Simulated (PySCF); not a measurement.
A calculated (M06-L, PySCF 2.14, aug-cc-pVDZ, no relativity, point nucleus) atom or ion has these occupied shells.

| shell | electrons | orbital energy (eV) | rms radius, mean of both spins (bohr) |
| --- | --- | --- | --- |
| 1s α | 1 | -7558.3 | 0.0659 |
| 1s β | 1 | -7558.3 | 0.0659 |
| 2s α | 1 | -913.45 | 0.280 |
| 2s β | 1 | -911.18 | 0.280 |
| 2p α | 3 | -792.41 | 0.250 |
| 2p β | 3 | -790.76 | 0.250 |
| 3s α | 1 | -124.90 | 0.839 |
| 3s β | 1 | -119.20 | 0.839 |
| 3p α | 3 | -88.067 | 0.890 |
| 3p β | 3 | -82.721 | 0.890 |
| 3d α | 5 | -28.563 | 1.14 |
| 3d β | 2 | -25.776 | 1.14 |

Task: Name the element and its charge.

Result: Co²⁺ (cobalt, charge +2), in [Ar] 3d7, high-spin 4F determinant.
